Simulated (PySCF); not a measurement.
Several molecules and their computed UV-vis stick spectra, shuffled. The calculation used PySCF 2.14.0, density-fitted response routines, TDDFT wB97X-D/def2-SVPD, vertical, gas phase, core orbitals frozen in the response. Geometries: GFN2-xTB; one conformer of each isolated species. Triplets are in the Tamm–Dancoff approximation. Ions are computed without counter-ions or solvent.

A. `[P+](F)(F)(F)F`
B. `FC[C@@H]1O[C@@H]1C(F)(F)F`
C. `c1(C[SiH3])ccncc1`

Lowest singlet levels (six at most, fewer where fewer were computed) with oscillator strengths:

1. 8.40 eV (f 0.004); 8.53 eV (f 0.004); 9.06 eV (f 0.045); 9.22 eV (f 0.021); 9.50 eV (f 0.071); 9.67 eV (f 0.118); T1 7.94 eV
2. 5.16 eV (f 0.006); 5.32 eV (f 0.000); 5.61 eV (f 0.014); 6.21 eV (f 0.066); 6.97 eV (f 0.297); 7.04 eV (f 0.784); T1 4.38 eV
3. 11.59 eV (f 0.000 summed over 3 states); 13.00 eV (f 0.000 summed over 2 states); 13.13 eV (f 0.374 summed over 3 states); T1 11.02 eV

Question: Which spectrum belongs to which structure?

Answer: 1 = B, 2 = C, 3 = A.
- A: S1 at 11.59 eV, HOMO-2/HOMO-1/HOMO→LUMO (≥87%); Löwdin shares by element: HOMO (one of a set within 0.03 eV) fluorine 100%; LUMO fluorine 50% or more, phosphorus 33% (atoms not listed hold the other 17%); HOMO -23.15 and LUMO -5.70 eV; point group Td, 5 of its 8 listed states under f = 0.0005.
- B: S1 at 8.40 eV, HOMO→LUMO+2 (45%), HOMO→LUMO+4 (38%); Löwdin shares by element: HOMO oxygen 58%, carbon 23% or more (atoms not listed hold the other 19%); LUMO carbon 27% or more, hydrogen 13% or more, oxygen 12% (atoms not listed hold the other 48%); HOMO -11.00 and LUMO 2.29 eV.
- C: S1 at 5.16 eV, HOMO→LUMO (92%); Löwdin shares by element: HOMO nitrogen 58%, carbon 26% or more (atoms not listed hold the other 16%); LUMO carbon 42% or more, nitrogen 19% (atoms not listed hold the other 39%); HOMO -9.21 and LUMO 0.99 eV; point group Cs, 1 of its 6 listed states under f = 0.0005.

A slash joins orbitals within 0.01 eV of each other, whose weights are summed (≥ marks a lower bound).
